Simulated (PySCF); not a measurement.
## Correlation energy of La⁺ (lanthanum, charge +1)

[Xe] 4f1 5d1, one real determinant (an excited configuration). Computed with PySCF 2.14 in ANO-RCC-VTZP (8s7p5d3f2g1h, 104 functions), with the spin-free X2C one-electron Hamiltonian (Gaussian nucleus). Frozen: [Kr] 4d10; 10 electrons correlated.

MP2 pair energies summed by pair of shells (mhartree):

| pair | energy | share (%) |
| --- | --- | --- |
| 5p-5p | -118.41 | 51.0 |
| 5s-5p | -38.17 | 16.5 |
| 5p-5d | -30.13 | 13.0 |
| 4f-5p | -28.25 | 12.2 |
| 5s-5s | -6.42 | 2.8 |
| 4f-5d | -4.30 | 1.9 |
| 5s-5d | -3.82 | 1.6 |
| 4f-5s | -2.45 | 1.1 |

Total MP2 correlation energy: -231.95 mhartree.

Same-spin part -60.91 and opposite-spin part -171.04 mhartree; SCS-MP2 scales them by 1/3 and 6/5 to -225.56 mhartree.

The reference is one real determinant that mixes LS terms of this configuration.
